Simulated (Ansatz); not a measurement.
Consider the silylene formation by 1,1-elimination: `C[SiH](C)[SiH2]Cl` → `C[SiH2]Cl` + `C[SiH]`.

Calculated with Ansatz (gas phase, PBE0-D4/def2-TZVP geometries, no zero-point term in ΔE). CCSD(T)/CBS is the MP2 limit (def2-TZVPP, def2-QZVPP) plus CCSD(T) − MP2 in def2-TZVPP, frozen cores. This one scheme is used for every species. DFT in def2-TZVPP. B3LYP here is the variant with VWN-RPA as its local correlation; programs differ in this. One conformer a species, not always the lowest.

| level | ΔE (kJ/mol) | difference from CCSD(T)/CBS |
| --- | --- | --- |
| PBE-D4 | 239.7 | 12.4 |
| r2SCAN-D4 | 247.4 | 20.1 |
| PBE0-D4 | 246.3 | 19.0 |
| B3LYP-D4 | 225.0 | -2.3 |
| ωB97X-V | 238.2 | 10.9 |
| ωB97M-V | 219.2 | -8.1 |
| B2PLYP | 217.0 | -10.3 |
| PBE | 227.3 | 0.0 |
| r2SCAN | 243.5 | 16.2 |
| PBE0 | 235.0 | 7.7 |
| B3LYP | 205.6 | -21.7 |
| HF/def2-TZVPP | 198.3 | -29.0 |
| MP2/def2-TZVPP | 235.2 | 7.9 |
| SCS-MP2/def2-TZVPP | 222.3 | -5.0 |
| CCSD/def2-TZVPP | 215.8 | -11.5 |
| CCSD(T)/def2-TZVPP | 220.9 | -6.4 |
| HF/def2-QZVPP | 197.8 | -29.5 |
| MP2/def2-QZVPP | 238.6 | 11.3 |
| SCS-MP2/def2-QZVPP | 226.0 | -1.3 |
| HF/CBS(def2) | 197.7 | -29.6 |
| MP2/CBS(def2) | 241.5 | 14.2 |
| CCSD/CBS(def2) | 222.1 | -5.2 |
| CCSD(T)/CBS | 227.3 | 0 |

Largest T1 diagnostic among the species: 0.012.

In def2-TZVPP, CCSD(T) changes the Hartree–Fock value by +22.6 kJ/mol (the triples alone add +5.2 kJ/mol) and MP2 by +36.8 kJ/mol. The D4 term adds +19.4 kJ/mol with B3LYP and +11.3 kJ/mol with PBE0; it sums over pairs of atoms, weighted by their polarisabilities, and B3LYP, whose exchange is more repulsive, gets the larger term.
